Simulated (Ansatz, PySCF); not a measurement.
Energy difference 3 R1 + R2 → P1 + P2, each structure at its B3LYP-D3(BJ)/def2-TZVP stationary point, reached from a drawn start (curvature not checked).
R1, H2 (SMILES [H][H]) (charge 0, multiplicity 1):
```xyz
2

H      0.0000     0.0000     0.3720
H      0.0000     0.0000    -0.3720
```
P1, H2O (SMILES O) (charge 0, multiplicity 1):
```xyz
3

O      0.0000     0.0000     0.3896
H      0.0000     0.7650    -0.1949
H      0.0000    -0.7650    -0.1949
```
R2, OSi (SMILES [O+]#[Si-]) (charge 0, multiplicity 1):
```xyz
2

Si     0.00000     0.00000    -0.75657
O      0.00000     0.00000     0.75657
```
P2, SiH4 (SMILES [SiH4]) (charge 0, multiplicity 1):
```xyz
5

Si     0.000     0.000     0.000
H      0.855     0.855     0.855
H     -0.855    -0.855     0.855
H     -0.855     0.855    -0.855
H      0.855    -0.855    -0.855
```

P less R. No zero-point or thermal terms.

Correlated levels freeze the cores.

The values were computed with Ansatz (an electronic-structure program) with Gaussian orbitals; PySCF for the D3/D4 terms. Each number belongs to the level named beside it.

Predict the reaction energy from B3LYP/def2-TZVPP.

-1.56 eV

Estimate the reaction energy that CAM-B3LYP/def2-TZVPP returns for this input.

-1.78 eV

Estimate the reaction energy that B2PLYP-D3(BJ)/def2-TZVPP returns for this input.

-1.54 eV
